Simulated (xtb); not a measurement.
Input for xtb: GFN2-xTB on CH5GaO (SMILES [CH3][GaH][OH]), a point of a torsion scan.

```
$ xtb mol.xyz --gfn 2 --opt vtight --chrg 0 --uhf 0 --input xcontrol
8

C     -1.16632486    -0.17644133     0.01171102
Ga     0.53066645     0.72104445     0.21779369
O      1.27100431     1.36406540    -1.58142922
H     -1.48730459    -0.20885827    -1.05897025
H     -1.99828457     0.28240398     0.59352392
H     -1.14386411    -1.24415964     0.32436906
H      0.46601766     2.14315157     1.07883589
H      1.93004771     0.62800820    -1.70928593
$constrain
  force constant=1.0
  dihedral: 4,1,2,3,0.0
$end
```

Program output:

```
[...]
           -------------------------------------------------
          |                Calculation Setup                |
           -------------------------------------------------



           -------------------------------------------------
          |                 G F N 2 - x T B                 |
           -------------------------------------------------

        Reference                      10.1021/acs.jctc.8b01176
      * Hamiltonian:
        H0-scaling (s, p, d)           1.850000    2.230000    2.230000
        zeta-weighting                 0.500000
      * Dispersion:
        s8                             2.700000
        a1                             0.520000
        a2                             5.000000
        s9                             5.000000
      * Repulsion:
        kExp                           1.500000    1.000000
        rExp                           1.000000
      * Coulomb:
        alpha                          2.000000
        third order                    shell-resolved
        anisotropic                    true
        a3                             3.000000
        a5                             4.000000
        cn-shift                       1.200000
        cn-exp                         4.000000
        max-rad                        5.000000


          ...................................................
          :                      SETUP                      :
          :.................................................:
          :  # basis functions                  23          :
          :  # atomic orbitals                  22          :
          :  # shells                           12          :
          :  # electrons                        18          :
          :  max. iterations                   250          :
          :  Hamiltonian                  GFN2-xTB          :
          :  restarted?                      false          :
          :  GBSA solvation                  false          :
          :  PC potential                    false          :
          :  electronic temp.          300.0000000     K    :
          :  accuracy                    1.0000000          :
          :  -> integral cutoff          0.2500000E+02      :
          :  -> integral neglect         0.1000000E-07      :
          :  -> SCF convergence          0.1000000E-05 Eh   :
          :  -> wf. convergence          0.1000000E-03 e    :
          :  Broyden damping             0.4000000          :
          :  net charge                          0          :
          :  unpaired electrons                  0          :
          ...................................................

 iter      E             dE          RMSdq      gap      omega  full diag
   1     -9.9320469 -0.993205E+01  0.107E+01    3.50       0.0  T
   2     -9.9735827 -0.415358E-01  0.768E+00    3.07       1.0  T
   3     -9.9807151 -0.713241E-02  0.417E+00    3.02       1.0  T
   4     -9.9860982 -0.538312E-02  0.488E-01    2.98       1.0  T
   5     -9.9867708 -0.672635E-03  0.375E-01    3.03       1.0  T
   6     -9.9869156 -0.144737E-03  0.133E-01    3.02       1.0  T
   7     -9.9869215 -0.595068E-05  0.270E-02    3.03       1.3  T
   8     -9.9869224 -0.928542E-06  0.424E-03    3.03       8.3  T
   9     -9.9869225 -0.112859E-07  0.185E-03    3.03      19.1  T
  10     -9.9869225 -0.412790E-09  0.851E-04    3.03      41.5  T
  11     -9.9869225 -0.470399E-09  0.208E-04    3.03     170.2  T

   *** convergence criteria satisfied after 11 iterations ***

         #    Occupation            Energy/Eh            Energy/eV
      -------------------------------------------------------------
         1        2.0000           -0.6414820             -17.4556
       ...           ...                  ...                  ...
         3        2.0000           -0.5476778             -14.9031
         4        2.0000           -0.5109879             -13.9047
         5        2.0000           -0.4918335             -13.3835
         6        2.0000           -0.4883264             -13.2880
         7        2.0000           -0.4285382             -11.6611
         8        2.0000           -0.4239463             -11.5362
         9        2.0000           -0.4077118             -11.0944 (HOMO)
        10                         -0.2964719              -8.0674 (LUMO)
        11                         -0.1163930              -3.1672
        12                         -0.0628276              -1.7096
        13                         -0.0480429              -1.3073
        14                          0.0180580               0.4914
       ...                                ...                  ...
        22                          1.0481043              28.5204
      -------------------------------------------------------------
                  HL-Gap            0.1112399 Eh            3.0270 eV
             Fermi-level           -0.3520918 Eh           -9.5809 eV

 SCC (total)  
[...]
--------
                  HL-Gap            0.1740546 Eh            4.7363 eV
             Fermi-level           -0.3119814 Eh           -8.4894 eV

 SCC (total)                   0 d,  0 h,  0 min,  0.003 sec
 SCC setup                      ...        0 min,  0.000 sec (  2.597%)
 Dispersion                     ...        0 min,  0.000 sec (  2.929%)
 classical contributions        ...        0 min,  0.000 sec (  0.425%)
 integral evaluation            ...        0 min,  0.001 sec ( 20.807%)
 iterations                     ...        0 min,  0.001 sec ( 33.475%)
 molecular gradient             ...        0 min,  0.001 sec ( 36.154%)
 printout                       ...        0 min,  0.000 sec (  3.118%)

         :::::::::::::::::::::::::::::::::::::::::::::::::::::
         ::                     SUMMARY                     ::
         :::::::::::::::::::::::::::::::::::::::::::::::::::::
         :: total energy              -9.967775429432 Eh    ::
         :: gradient norm              0.000070456968 Eh/a0 ::
         :: HOMO-LUMO gap              4.736266458515 eV    ::
         ::.................................................::
         :: SCC energy               -10.052419932341 Eh    ::
         :: -> isotropic ES            0.043820646297 Eh    ::
         :: -> anisotropic ES          0.001197667624 Eh    ::
         :: -> anisotropic XC          0.002041117462 Eh    ::
         :: -> dispersion             -0.002760522960 Eh    ::
         :: repulsion energy           0.084644502603 Eh    ::
         :: add. restraining           0.000000000306 Eh    ::
         :: total charge              -0.000000000000 e     ::
         :::::::::::::::::::::::::::::::::::::::::::::::::::::

           -------------------------------------------------
          |                Property Printout                |
           -------------------------------------------------

    * Orbital Energies and Occupations

         #    Occupation            Energy/Eh            Energy/eV
      -------------------------------------------------------------
         1        2.0000           -0.6659837             -18.1223
         2        2.0000           -0.5965021             -16.2316
         3        2.0000           -0.5753412             -15.6558
         4        2.0000           -0.4907556             -13.3541
         5        2.0000           -0.4798655             -13.0578
         6        2.0000           -0.4795053             -13.0480
         7        2.0000           -0.4543331             -12.3630
         8        2.0000           -0.4516531             -12.2901
         9        2.0000           -0.3990087             -10.8576 (HOMO)
        10                         -0.2249541              -6.1213 (LUMO)
        11                         -0.1373063              -3.7363
        12                         -0.0345048              -0.9389
        13                          0.0021839               0.0594
        14                          0.0683401               1.8596
        15                          0.0785512               2.1375
        16                          0.1401972               3.8150
        17                          0.1696641               4.6168
        18                          0.2151948               5.8557
        19                          0.2557544               6.9594
        20                          0.4517583              12.2930
       ...                                ...                  ...
        22                          1.2219020              33.2496
      -------------------------------------------------------------
                  HL-Gap            0.1740546 Eh            4.7363 eV
             Fermi-level           -0.3119814 Eh           -8.4894 eV

     #   Z          covCN         q      C6AA      α(0)
     1   6 C        3.628    -0.153    23.946     7.049
     2  31 Ga       2.519     0.120   215.699    32.936
     3   8 O        1.565    -0.469    22.287     6.370
     4   1 H        0.924     0.081     1.968     2.194
     5   1 H        0.925     0.067     2.120     2.277
     6   1 H        0.925     0.067     2.120     2.277
     7   1 H        0.906    -0.023     3.497     2.926
     8   1 H        0.806     0.310     0.690     1.305

 Mol. C6AA /au·bohr⁶  :        945.916603
 Mol. C8AA /au·bohr⁸  :      50212.762164
 Mol. α(0) /au        :         57.332540


Wiberg/Mayer (AO) data.
largest (>0.10) Wiberg bond orders for each atom

 ---------------------------------------------------------------------------
     #   Z sym  total        # sym  WBO       # sym  WBO       # sym  WBO
 ---------------------------------------------------------------------------
     1   6 C    3.982 --     5 H    0.940     6 H    0.940     4 H    0.927
                             2 Ga   0.926     7 H    0.184
     2  31 Ga   3.201 --     3 O    1.306     1 C    0.926     7 H    0.765
     3   8 O    2.268 --     2 Ga   1.306     8 H    0.856
     4   1 H    0.993 --     1 C    0.927
     5   1 H    0.996 --     1 C    0.940
     6   1 H    0.996 --     1 C    0.940
     7   1 H    0.999 --     2 Ga   0.765     1 C    0.184
     8   1 H    0.904 --     3 O    0.856
 ---------------------------------------------------------------------------

Topologies differ in total number of bonds
Writing topology from bond orders to xtbtopo.mol

molecular dipole:
                 x           y           z       tot (Debye)
 q only:       -0.420      -0.399      -0.211
   full:       -0.528      -0.471      -0.200       1.868
molecular quadrupole (traceless):
                xx          xy          yy          xz          yz          zz
 q only:        0.373      -0.664      -2.535      -1.922      -0.207       2.162
  q+dip:        0.439      -0.412      -3.141      -2.293       0.206       2.702
   full:       -0.107      -3.103      -2.257      -1.862      -1.325       2.364

           -------------------------------------------------
          |                Geometry Summary                 |
           -------------------------------------------------

      molecular mass/u    :      102.7729106
   center of mass at/Å    :        0.2825298       0.8405475      -0.1420563
  moments of inertia/u·Å² :        0.2583764E+02   0.9378717E+02   0.1164987E+03
rotational constants/cm⁻¹ :        0.6524448E+00   0.1797435E+00   0.1447023E+00

 * 6 selected distances

     #   Z          #   Z                                           value/Å
     2  31 Ga       3   8 O                                       1.7033144 (max)
     1   6 C        4   1 H                                       1.0925959
     1   6 C        5   1 H                                       1.0900632
     1   6 C        6   1 H                                       1.0900902
     2  31 Ga       7   1 H                                       1.5480732
     3   8 O        8   1 H                                       0.9504142 (min)

 * 4 distinct bonds (by element types)

   Z      Z             #   av. dist./Å        max./Å        min./Å
   1 H    6 C           3     1.0909164     1.0925959     1.0900632
   1 H    8 O           1     0.9504142     0.9504142     0.9504142
   1 H   31 Ga          1     1.5480732     1.5480732     1.5480732
   8 O   31 Ga          1     1.7033144     1.7033144     1.7033144


optimized geometry written to: xtbopt.xyz


           -------------------------------------------------
          | TOTAL ENERGY               -9.967775429432 Eh   |
          | GRADIENT NORM               0.000070456968 Eh/α |
          | HOMO-LUMO GAP               4.736266458515 eV   |
           -------------------------------------------------

------------------------------------------------------------------------
Note: The following floating-point exceptions are signalling: IEEE_UNDERFLOW_FLAG IEEE_DENORMAL
normal termination of xtb
------------------------------------------------------------------------
 total:
 SCF:
 ANC optimizer:
```

The run finished.

Warnings raised: the energy holds the restraint's term.

Cost: roughly 0.14 core-seconds.
